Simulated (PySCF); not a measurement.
CdFH₂N. Atoms are numbered in the order given.

```xyz
5

Cd    -0.0202     0.0103     0.0000
F     -1.9691    -0.0208     0.0000
N      1.9903    -0.1388     0.0000
H      2.3798     0.3309    -0.8121
H      2.3798     0.3309     0.8121
```

Geometry: B3LYP-D3(BJ)/def2-TZVP. The def2 effective core potentials stand for the cores of Cd; spin–orbit coupling is left out. The values are those of a single conformer.

Computed with TDDFT-B3LYP/def2-SVPD (PySCF).

Vertical excitations. Gas-phase values at a fixed geometry. State labels are in the subgroup Cs.

```json
[
 {"state": "S1", "symmetry": "A'", "energy (eV)": "4.54", "λ (nm)": "273", "f": "0.059", "main pairs": "HOMO→LUMO 95 %"},
 {"state": "S2", "symmetry": "A\"", "energy (eV)": "5.70", "λ (nm)": "218", "f": "0.018", "main pairs": "HOMO→LUMO+1 99 %"},
 {"state": "S3", "symmetry": "A'", "energy (eV)": "6.17", "λ (nm)": "201", "f": "0.007", "main pairs": "HOMO→LUMO+2 62 %, HOMO−1→LUMO 35 %"},
 {"state": "S4", "symmetry": "A\"", "energy (eV)": "6.26", "λ (nm)": "198", "f": "0.012", "main pairs": "HOMO−2→LUMO 98 %"},
 {"state": "S5", "symmetry": "A'", "energy (eV)": "6.35", "λ (nm)": "195", "f": "0.064", "main pairs": "HOMO−1→LUMO 58 %, HOMO→LUMO+2 26 %, HOMO−3→LUMO 12 %"},
 {"state": "S6", "symmetry": "A'", "energy (eV)": "7.05", "λ (nm)": "176", "f": "0.021", "main pairs": "HOMO→LUMO+3 91 %"},
 {"state": "S7", "symmetry": "A'", "energy (eV)": "7.35", "λ (nm)": "169", "f": "0.001", "main pairs": "HOMO−4→LUMO 73 %, HOMO−2→LUMO+1 14 %"},
 {"state": "S8", "symmetry": "A'", "energy (eV)": "7.45", "λ (nm)": "167", "f": "0.275", "main pairs": "HOMO−3→LUMO 60 %, HOMO−2→LUMO+1 15 %"},
 {"state": "S9", "symmetry": "A\"", "energy (eV)": "7.66", "λ (nm)": "162", "f": "0.005", "main pairs": "HOMO−1→LUMO+1 99 %"},
 {"state": "S10", "symmetry": "A'", "energy (eV)": "7.84", "λ (nm)": "158", "f": "0.024", "main pairs": "HOMO−1→LUMO+2 49 %, HOMO−2→LUMO+1 45 %"},
 {"state": "T1", "symmetry": "A'", "energy (eV)": "3.77", "λ (nm)": "329", "f": "0", "main pairs": "HOMO→LUMO 98 %"},
 {"state": "T2", "symmetry": "A\"", "energy (eV)": "5.57", "λ (nm)": "223", "f": "0", "main pairs": "HOMO→LUMO+1 99 %"},
 {"state": "T3", "symmetry": "A'", "energy (eV)": "5.71", "λ (nm)": "217", "f": "0", "main pairs": "HOMO→LUMO+2 89 %"},
 {"state": "T4", "symmetry": "A'", "energy (eV)": "5.87", "λ (nm)": "211", "f": "0", "main pairs": "HOMO−1→LUMO 86 %"}
]
```
Triplets are in the Tamm–Dancoff approximation, which puts them higher than full response would, so one can lie above its singlet here.
